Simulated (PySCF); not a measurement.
## Electronic structure of Mg⁺ (magnesium, charge +1) at the UHF level

Configuration: [Ne] 3s1, 2S determinant. Computed with PySCF 2.14 in an even-tempered Gaussian basis (22 s from 0.01 bohr⁻², ratio 2.5; 14 p from 0.013 bohr⁻², ratio 2.5; 6 d from 0.16 bohr⁻², ratio 2.7; 6 f from 0.24 bohr⁻², ratio 2.7), with scalar relativity by spin-free X2C-1e.

```json
{
  "Total energy": "-199.678356 hartree",
  "One-electron energy": "-276.1247 hartree",
  "Hartree (Coulomb) energy": "92.3496 hartree",
  "Exchange energy": "-15.9033 hartree",
  "⟨S²⟩": "0.7501",
  "⟨L²⟩": "0.000",
  "Sum of ⟨r⟩": "8.574 bohr",
  "Sum of ⟨r²⟩": "13.98 bohr²",
  "Langevin diamagnetic susceptibility": "-11.1 ×10⁻⁶ cm³/mol"
}
```

```tsv
shell	electrons	mean orbital energy (hartree)	rms radius, mean of both spins (bohr)
1s α	1	-49.44567	0.151
1s β	1	-49.43772	0.151
2s α	1	-4.10681	0.754
2s β	1	-4.08915	0.754
2p α	3	-2.60485	0.771
2p β	3	-2.59857	0.771
3s α	1	-0.54239	3.04
```
